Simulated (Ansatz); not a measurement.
Consider the ligand exchange at a Ge–C bond: `Cl[SiH](Cl)C[CH2][GeH3]` + `NC#CO` → `NC#C[O][GeH3]` + `CC[SiH](Cl)Cl`.

Calculated with Ansatz (gas phase, PBE0-D4/def2-TZVP geometries, no zero-point term in ΔE). CCSD(T)/CBS adds triple-zeta CCSD(T) − MP2 to the extrapolated MP2 energy (def2 sets, frozen cores). Functionals use def2-TZVPP. B3LYP here is the variant with VWN-RPA as its local correlation; programs differ in this. For Ge outer-core shells are correlated without core-valence functions, which leaves a few kJ/mol of doubt a bond. Scalar relativity is left out up to krypton. One conformer a species, not always the lowest.

`Cl[SiH](Cl)C[CH2][GeH3]`:

Cartesian coordinates in Å:
```
Cl 1.679 -0.590 3.253
Si 0.282 -0.103 1.836
Cl -0.580 1.691 2.327
C 1.129 0.040 0.186
C 0.290 0.628 -0.949
Ge -1.282 -0.431 -1.471
H -0.779 -1.129 1.894
H 2.028 0.644 0.355
H 1.486 -0.966 -0.066
H 0.906 0.741 -1.845
H -0.061 1.629 -0.685
H -1.897 0.153 -2.753
H -2.343 -0.418 -0.356
H -0.858 -1.889 -1.727
```

`NC#CO`:

```xyz
7

N    -0.085   -1.522    0.448
C    -0.052   -0.231    0.053
C     0.066    0.921   -0.263
O     0.058    2.170   -0.661
H    -0.752   -1.725    1.178
H    -0.139   -2.195   -0.302
H     0.904    2.583   -0.453
```

`NC#C[O][GeH3]`:

Cartesian coordinates in Å:
```
N 0.194 2.323 -1.484
C 0.336 1.341 -0.561
C 0.522 0.521 0.298
O 0.734 -0.356 1.236
Ge -0.226 -1.894 1.119
H -0.718 2.756 -1.498
H 0.492 2.069 -2.414
H -1.709 -1.507 1.182
H 0.137 -2.555 -0.215
H 0.238 -2.698 2.336
```

`CC[SiH](Cl)Cl`:

Z-matrix (Å, degrees):
```
C
C 1 1.526
H 1 1.093 2 111.6
H 1 1.092 2 111.3 3 120.2
H 1 1.092 2 111.0 3 -119.8
Si 2 1.855 1 113.5 3 -58.8
H 2 1.095 1 111.1 3 179.5
H 2 1.096 1 111.0 3 61.4
Cl 6 2.051 2 109.9 1 -60.7
Cl 6 2.049 2 109.9 1 179.6
H 6 1.479 2 113.3 1 59.1
```

**Question.** Is it downhill or uphill in electronic energy at CCSD(T)/CBS, and by how much? (Best estimate.)

**Answer.** Ansatz gave: Downhill: ΔE = -50.4 kJ/mol.

**Question.** What do these levels give: ωB97M-V, PBE0, B3LYP, MP2/def2-TZVPP, SCS-MP2/def2-QZVPP, CCSD/CBS(def2)? (An estimate is asked.)

**Answer.** Ansatz gave: ωB97M-V -52.8, PBE0 -53.0, B3LYP -65.4, MP2/def2-TZVPP -54.8, SCS-MP2/def2-QZVPP -59.9, CCSD/CBS(def2) -52.0 kJ/mol.

Largest T1 diagnostic among the species: 0.013.

In def2-TZVPP, CCSD(T) changes the Hartree–Fock value by +23.5 kJ/mol (the triples alone add +1.5 kJ/mol) and MP2 by +22.3 kJ/mol. The D4 term adds +8.0 kJ/mol with B3LYP and +4.6 kJ/mol with PBE0; it sums over pairs of atoms, weighted by their polarisabilities, and B3LYP, whose exchange is more repulsive, gets the larger term.
